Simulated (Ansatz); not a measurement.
Cost and result up the ladder for Ag(CO)H (CHAgO) (4 atoms). The state is a singlet with charge 0. Geometry: PBE0-D4/def2-TZVP.

Cartesian coordinates in Å:
```
Ag 0.729 -0.179 0.492
C -0.938 0.230 -0.635
O -1.848 0.456 -1.249
H 2.057 -0.507 1.391
```

Ansatz on 4 threads of Arm Neoverse V1 on a shared host. Times are rough, and most runs start from the orbitals of an earlier one. ωB97M-V/def2-TZVP serves as the yardstick here, not as an exact answer. Differences are given only for rows in sets of like size (and for xTB, whose basis is part of the method), since another set adds its own error. Binding counts from free atoms at the same level (Ag doublet, C triplet, O triplet, H doublet; other spins of the atoms weren't run), without zero-point energy or a counterpoise term.

In the def2 sets Ag takes a core potential; there is no spin–orbit coupling. B3LYP takes the VWN-RPA correlation. Correlated methods freeze 2 core orbitals; core or outer-core shells of Ag are correlated, in sets that lack core-valence functions.

Correlated methods converge slowly with the basis.

```tsv
level	functions	wall time	binding energy per atom (eV)	difference from ωB97M-V/def2-TZVP (eV)	remarks
LDA (SPW92)/def2-TZVP	108	0.35 s	4.34	0.70	–
PBE-D4/def2-SVP	64	0.4 s	3.81	–	–
PBE0-D4/def2-SVP	64	0.4 s	3.57	–	–
MP2/def2-TZVP	108	0.5 s	3.67	0.04	test for broken spin undecided
PBE-D4/def2-TZVP	108	0.55 s	3.78	0.14	–
B3LYP-D4/def2-TZVP	108	0.65 s	3.56	-0.07	–
BHLYP-D4/def2-TZVP	108	0.75 s	3.30	-0.34	–
PBE-D4/def2-TZVPD	126	0.8 s	3.78	0.14	–
PBE0-D4/def2-TZVPD	126	0.8 s	3.55	-0.08	–
r2SCAN-D4/def2-TZVP	108	1.3 s	3.64	0.01	–
r2SCAN-D4/def2-TZVPD	126	1.4 s	3.64	0.01	–
ωB97M-V/def2-TZVP	108	2.6 s	3.63	0.00	–
CCSD(T)/def2-TZVPD	126	13 s	3.53	-0.11	–
CCSD(T)/def2-TZVPP	132	15 s	3.52	-0.12	–
```
